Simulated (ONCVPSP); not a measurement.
## What one change does to a pseudopotential (Ba (Z = 56), ONCV)

barium (Ba), optimised norm-conserving Vanderbilt (ONCV), made with ONCVPSP 4.0.1 (LDA (Perdew-Zunger), scalar-relativistic). Core [Kr] 4d10, reference 5s2 5p6 6s1 (charge +1). Waves: 5s+6s: rc 3.10 bohr, ncon 4, nbas 8, qcut 3.2 1/bohr, 2 projectors; 5p: rc 2.75 bohr, ncon 3, nbas 6, qcut 5.4 1/bohr, 3 projectors, debl 0.8 Ha; d scattering state at 0.2 Ha: rc 3.35 bohr, ncon 4, nbas 8, qcut 2.7 1/bohr, 2 projectors, debl 3.3 Ha; f scattering state at 0.1 Ha: rc 3.10 bohr, ncon 4, nbas 8, qcut 3.7 1/bohr, 2 projectors, debl 0.5 Ha. Local part: polynomial inside 2.75 bohr (lpopt 3, dvloc0 0 Ha). Core correction: polynomial model core, fcfact 0.4.

In the p channel the program set the typed energies aside and used -0.900, 0.250, 1.050 Ha. In the d channel the program set the typed energies aside and used -0.267, 3.033 Ha. In the f channel the program set the typed energies aside and used -0.151, 0.349 Ha.

All-electron outer shells of the reference configuration (LDA (Perdew-Zunger), scalar-relativistic, ld1.x):

```tsv
shell	level (eV)	outermost node (bohr)	outermost maximum (bohr)
5s	-39.54	0.80	1.47
5p	-24.49	0.86	1.67
6s	-7.82	1.95	3.81
```

Change: all radii but the core radius scaled by about 1.35 (s 4.18, p 3.72, d 4.52, f 4.18 bohr); local potential polynomial inside 3.72 bohr (lpopt 3, dvloc0 0 Ha). In the p channel the program set the typed energies aside and used -0.900, 0.050, 0.850 Ha. In the d channel the program set the typed energies aside and used -0.267, 3.033 Ha. In the f channel the program set the typed energies aside and used -0.151, 0.349 Ha.

Cutoffs: the cutoffs (Ha) at which the residual kinetic energy of the hardest occupied pseudo-wave falls to 1 and 0.1 mHa per electron; they do not see the model core or the augmentation charge, which bear on the density cutoff. Errors are all-electron minus pseudo energies relative to the spin-unpolarised reference configuration.

**Question.** How do hardness, ghosts and transferability respond?

**Answer.** The potential gets softer (7.0 Ha and 10 Ha → 4.7 Ha and 5.8 Ha); of the 4 tests that both files solve, the error grows in 3 and shrinks in 1 by more than 15 % and 0.3 meV (median size 2.0 → 3.9 meV); neither file shows a bound ghost. A larger radius leaves more room for a smooth pseudo-wave, so fewer plane waves are needed.

| quantity | base | changed |
| --- | --- | --- |
| cutoff, loose | 7.0 Ha | 4.7 Ha |
| cutoff, tight | 10 Ha | 5.8 Ha |
| loose cutoff by channel | s 2.6 Ha, p 7.0 Ha | s 2.7 Ha, p 4.7 Ha |
| bound ghosts | none | none |
| GHOST(+) flags under 300 eV | d at 79.8 eV, d at 293.3 eV | d at 86.9 eV |
| error for 5s2 5p6 6s2, meV [ΔE -5.54 eV] | 0.0 | +1.3 |
| error for 5s2 5p6 6s0, meV [ΔE 10.17 eV] | -3.9 | -6.4 |
| error for 5s2 5p6 6s1.5, meV [ΔE -3.33 eV] | +0.1 | +0.4 |
| error for 5s2 5p6 5d1 6s1, meV [ΔE -4.19 eV] | -19 | +14 |
| rms error of d²Exc/dni dnj with the model core, mHa | 1.63 | 1.63 |

Base: The cutoffs count occupied waves only; projector 2 of the d channel, the hardest unoccupied one, needs 33 Ha at the loose tolerance. Changed file: The cutoffs count occupied waves only; projector 2 of the d channel, the hardest unoccupied one, needs 14 Ha at the loose tolerance.
